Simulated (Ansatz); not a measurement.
The same path of BCl2H + HO (6 atoms, charge 0, multiplicity 2) was run twice with different band settings. Lost on the way: B1–H2. Made: H2–O5.

Computed with UKS PBE0-D4/def2-SVP in Ansatz 0.2.0.

Relaxed end points:

```xyz
6
Properties=species:S:1:pos:R:3
B 0.076 0.057 0.003
H 0.228 0.301 1.178
Cl 1.469 -0.130 -1.017
Cl -1.531 -0.110 -0.638
O -0.208 -0.006 3.007
H -0.547 -0.913 2.884
```

```xyz
6
Properties=species:S:1:pos:R:3
B 0.131 -0.022 -0.250
H 0.213 0.314 2.100
Cl 1.458 -0.192 -1.342
Cl -1.531 -0.092 -0.688
O -0.409 0.077 2.802
H -0.377 -0.886 2.794
```

Common settings: movable images 9; spring 5.0 eV/Å²; start path through a guess of the saddle point; force threshold 0.05 eV/Å; iteration limit 60; end points relaxed.

| run | climbing image | optimiser |
| --- | --- | --- |
| 1 | yes | quadratic models (default) |
| 2 | from the first iteration | fire |

Question: What does each run give, and how far can it be trusted?

Answer: Run 1: not converged after 60 iterations, highest image 0.000 eV above the first end. The band didn't meet its force threshold, so its energies are provisional: the largest band force was still 0.57 eV/Å, and over the last iterations the top stayed at 0.00 eV. Inner images lie below an end point, which means an intermediate or an end that isn't the lowest structure nearby.
Run 2: converged after 38 iterations, highest image 0.013 eV above the first end. The order of the stationary point at the top wasn't checked.
